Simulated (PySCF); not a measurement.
# Finite-field polarisability of Hg (mercury, neutral)

[Xe] 4f14 5d10 6s2, closed-shell 1S. Calculation: PySCF 2.14, in aug-cc-pVDZ-PP with ECP60MDF; a scalar-relativistic core potential. Frozen: 5s2 5p6. Energy changes in a uniform field (μhartree):

```csv
axis,F (au),HF,MP2,CCSD,CCSD(T)
x,0.0021,-98.508,-65.476,-77.968,-76.496
x,0.0042,-394.304,-261.958,-312.014,-306.112
```

**Question.** Derive α along x at CCSD(T) from the two fields.

**Answer.** With ΔE = −αF²/2 − γF⁴/24, α = −(16 ΔE(F) − ΔE(2F))/(6F²) = 34.69 bohr³.

**Question.** And the mean polarisability at each level?

**Answer.** HF 44.66, MP2 29.69, CCSD 35.35, CCSD(T) 34.69 bohr³. Reference: 33.91 ± 0.34 bohr³ (recommended; Schwerdtfeger and Nagle, table of static dipole polarizabilities (2023 update)).

A double-zeta set is small for polarisabilities.
